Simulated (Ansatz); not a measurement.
Two structures of SnH4S2, closed shell, reached by relaxing down either side of one saddle point (PBE0-D4/def2-TZVP). Energies are electronic, without zero-point energy. Program: Ansatz 0.2.0. Basis: def2-TZVPP and def2-QZVPP. Cores are frozen in the correlated methods. Filled d shells of the heavier atoms are correlated. Core potentials replace the inner electrons of the atoms past krypton. The def2 sets are not built for correlating such inner shells, so the correlated values are less sure here. Extrapolation: Hartree–Fock as exp(−7.88 √X), correlation as X^−2.97. First:

```
7
angstrom
Sn -0.3441 -0.3670 0.5024
S 1.8174 -0.9232 -0.3783
S -1.1671 1.6159 -0.5690
H -1.0591 1.0897 -1.8005
H -1.3163 -1.7216 0.1581
H -0.2698 0.0306 2.1562
H 2.3389 0.2757 -0.0688
```

Second:

Sn1  (-0.956, -0.164, 0.694)
S2  (1.566, -0.372, -0.665)
S3  (-1.710, 1.707, -0.240)
H4  (0.908, -0.097, -1.805)
H5  (-1.384, -1.752, 0.205)
H6  (-0.174, -0.259, 2.219)
H7  (1.749, 0.936, -0.409)
(Å)

Problem. Which bonds change from the first to the second?

Solution. SnH₄S₂ ([SH][SnH2][SH]) → SnH₂S ([S][SnH2]) + H₂S (still joined by a long Sn–S bond); bonds formed: S2–H4; bonds broken: S3–H4; bonds weakened to dative contacts: Sn1–S2.

Problem. Give the saddle point's structure and its height above each. (An estimate is asked for; the value comes from the calculation.)

Solution. Computed: 35.92 kcal/mol above the first and 4.28 kcal/mol above the second (CCSD(T) at an estimated basis limit (MP2 extrapolated from triple and quadruple zeta, plus CCSD(T) − MP2 in triple zeta)).
Sn1  (-0.806, -0.274, 0.610)
S2  (1.352, -0.377, -0.955)
S3  (-1.411, 1.444, -0.754)
H4  (0.355, 0.637, -1.327)
H5  (-1.399, -1.872, 0.454)
H6  (-0.109, -0.061, 2.161)
H7  (2.017, 0.503, -0.187)
(Å)

No T1 diagnostic of these runs exceeds 0.017.

Labels in which every atom is bracketed show which atoms are joined, not bond orders.

For scale, one of the runs: CCSD(T)/def2-TZVPP, 190 basis functions (an equivalent command: `ansatz run in.yaml --threads 4`). The run took 45 s on 4 CPU threads (shared host), with 2.1 GiB of host memory at its peak.
